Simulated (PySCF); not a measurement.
# LiTl: one state, many levels of theory

State: ¹Σ⁺ (singlet), closed shell. Set-up: PySCF, scalar-relativistic core potentials, basis sets Li def2-SVP, Tl def2-SVP with ECP60. De refers to Li + Tl in their high-spin ground configurations, without counterpoise correction. A positive dipole means Li(−)Tl(+).

```csv
Level,Re (Å),ωe (cm⁻¹),De (eV),μ (D),"CPU s a point (SCF and correlation, without the integrals)"
RHF-MP2,3.051,259,0.63,n/a,0.039
RHF-SCS-MP2,3.071,253,0.65,n/a,n/a
RHF-CCSD,3.056,248,0.79,n/a,n/a
RHF-CCSD(T),3.053,246,0.83,n/a,0.42
PBE,3.062,243,0.97,-0.98,0.37
r²SCAN,3.046,253,0.83,-1.64,0.52
r²SCANh,3.037,256,0.82,-1.81,0.5
B3LYP,3.031,253,0.94,-1.54,0.37
PBE0,3.044,254,0.87,-1.51,0.82
r²SCAN0,3.024,262,0.80,-2.05,0.46
HSE06,3.045,253,0.91,-1.54,0.58
```

(1) Which functional lies closest to RHF-CCSD(T) in De, which farthest, and by how much do they differ from it?

(2) What does a quarter of exact exchange do here, going from PBE to PBE0?

(3) What does a quarter of exact exchange do here, going from r²SCAN to r²SCAN0?

Correlated steps freeze 4 core orbitals. Closed-shell solutions of metal pairs were not tested for spin polarisation, which can lower them a little. Correlated levels converge slowly with the basis: in double zeta they bind strong bonds too weakly, by up to about 1 eV, and carry superposition errors of some tenths. These are scalar-relativistic numbers at best; spin–orbit coupling would shift them, the dissociation energy most. Where the molecule has an RHF reference, its open-shell atoms are computed with UHF.

The whole job (state search and all levels along the bond) took about 1.2 min on 1 thread of Intel Xeon Platinum 8375C @ 2.90GHz (shared host), peak memory 0.41 GiB.

## Answers

(1) Closest is r²SCAN (-0.7 pm in Re, +2.8 % in ωe, +0.00 eV in De against RHF-CCSD(T) in the same basis), farthest PBE (+0.9 pm in Re, -1.2 % in ωe, +0.14 eV in De). CCSD(T) converges more slowly with the basis than the functionals do and binds too weakly in this one, so the order can change at the basis-set limit.

(2) PBE0 less PBE: -1.8 pm in Re, +4.5 % in ωe, -0.10 eV in De. Exact exchange removes part of the self-interaction that spreads semilocal densities, and in most molecules shortens and stiffens the bond and lowers De; so it does here.

(3) r²SCAN0 less r²SCAN: -2.2 pm in Re, +3.6 % in ωe, -0.03 eV in De. Exact exchange removes part of the self-interaction that spreads semilocal densities, and in most molecules shortens and stiffens the bond and lowers De; so it does here.
